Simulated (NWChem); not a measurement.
Species: CH5BOS2; SMILES O(B(S)S)C

```xyz
10

B     -0.1321     0.1409     0.0228
O     -1.2365    -0.6208    -0.1322
C     -1.2168    -2.0264    -0.0714
H     -0.5627    -2.4520    -0.8508
H     -0.8655    -2.3798     0.9126
H     -2.2407    -2.3902    -0.2323
S     -0.2834     1.9497    -0.0762
H     -1.6156     1.9425    -0.2984
S      1.4925    -0.6349     0.3277
H      2.1971     0.5132     0.3977
```
Atoms are numbered in this order, from 1.

Level: PBE0/def2-SVP (NWChem), optimised geometry, unscaled harmonic frequencies. 

| frequency (cm⁻¹) | IR intensity (km/mol) |
|---|---|
| 71 | 0.0 |
| 146 | 8.3 |
| 188 | 4.2 |
| 223 | 2.4 |
| 272 | 41.5 |
| 365 | 0.0 |
| 385 | 2.8 |
| 504 | 7.4 |
| 521 | 3.1 |
| 767 | 31.2 |
| 800 | 21.3 |
| 1022 | 239.2 |
| 1082 | 31.8 |
| 1174 | 0.4 |
| 1197 | 12.0 |
| 1374 | 433.7 |
| 1471 | 18.8 |
| 1473 | 10.6 |
| 1493 | 73.0 |
| 2723 | 0.5 |
| 2733 | 0.2 |
| 3040 | 37.8 |
| 3129 | 18.2 |
| 3171 | 16.0 |

```yaml
zero_point_energy: 41.9 kcal/mol
thermal correction to the enthalpy at 298.15 K (with zero-point energy): 47.0 kcal/mol
heat capacity Cv: 23.5 cal/(mol K)
entropy at 298.15 K and 1 atm (symmetry number 1): 84.3 cal/(mol K)
dipole_moment: 1.35 D
```

Rigid rotor and harmonic oscillator; modes under 100 cm⁻¹ make the entropy uncertain.
